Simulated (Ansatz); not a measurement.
The cluster Ge₃O₄⁺. The state is a doublet with charge 1. Geometry r2SCAN-D4/def2-SVP.

```
atom   x (Å)   y (Å)   z (Å)
 Ge1   0.430   1.390  -0.007
 Ge2  -1.504  -1.247   1.310
 Ge3   1.859   0.439  -2.025
  O4   0.215   1.251  -1.791
  O5   2.018   0.556  -0.187
  O6  -0.783   0.195   0.862
  O7  -2.235  -2.584   1.838
```

Another isomer (doublet) lies 1.84 eV lower at PBE0-D4/def2-TZVP; other spin states weren't run for this one.

Estimate the α-spin orbital energies around the gap (eV) in Ansatz with PBE-D4/def2-SVP, PBE-D4/def2-TZVP, r2SCAN-D4/def2-TZVP, PBE0-D4/def2-SVP, PBE0-D4/def2-TZVP.


| orbital | PBE-D4/def2-SVP | PBE-D4/def2-TZVP | r2SCAN-D4/def2-TZVP | PBE0-D4/def2-SVP | PBE0-D4/def2-TZVP |
| --- | --- | --- | --- | --- | --- |
| HOMO−13 | -19.86 | -19.82 | -20.38 | -21.81 | -21.73 |
| HOMO−12 | -17.67 | -17.65 | -18.04 | -19.30 | -19.25 |
| HOMO−11 | -16.13 | -16.28 | -16.72 | -17.89 | -17.99 |
| HOMO−10 | -15.42 | -15.48 | -15.95 | -17.13 | -17.13 |
| HOMO−9 | -15.37 | -15.33 | -15.76 | -17.05 | -16.99 |
| HOMO−8 | -14.86 | -14.89 | -15.42 | -16.77 | -16.75 |
| HOMO−7 | -14.47 | -14.50 | -15.00 | -16.28 | -16.25 |
| HOMO−6 | -13.71 | -13.73 | -14.11 | -15.29 | -15.27 |
| HOMO−5 | -12.94 | -12.97 | -13.45 | -14.74 | -14.73 |
| HOMO−4 | -12.93 | -12.96 | -13.44 | -14.72 | -14.70 |
| HOMO−3 | -12.59 | -12.59 | -12.88 | -13.73 | -13.79 |
| HOMO−2 | -12.22 | -12.33 | -12.66 | -13.68 | -13.66 |
| HOMO−1 | -12.00 | -12.10 | -12.43 | -13.53 | -13.59 |
| HOMO | -11.06 | -11.09 | -11.39 | -12.06 | -12.06 |
| LUMO | -9.42 | -9.39 | -9.47 | -8.82 | -8.75 |
| LUMO+1 | -7.62 | -7.64 | -7.51 | -6.82 | -6.81 |
| LUMO+2 | -7.35 | -7.39 | -7.36 | -6.72 | -6.72 |
| LUMO+3 | -7.31 | -7.34 | -7.27 | -6.49 | -6.48 |
| LUMO+4 | -5.88 | -6.00 | -5.70 | -4.89 | -5.01 |
| LUMO+5 | -4.46 | -4.55 | -4.25 | -3.47 | -3.56 |
| β HOMO | -11.88 | -11.99 | -12.29 | -12.99 | -12.97 |
| β LUMO | -10.39 | -10.40 | -10.27 | -9.58 | -9.57 |
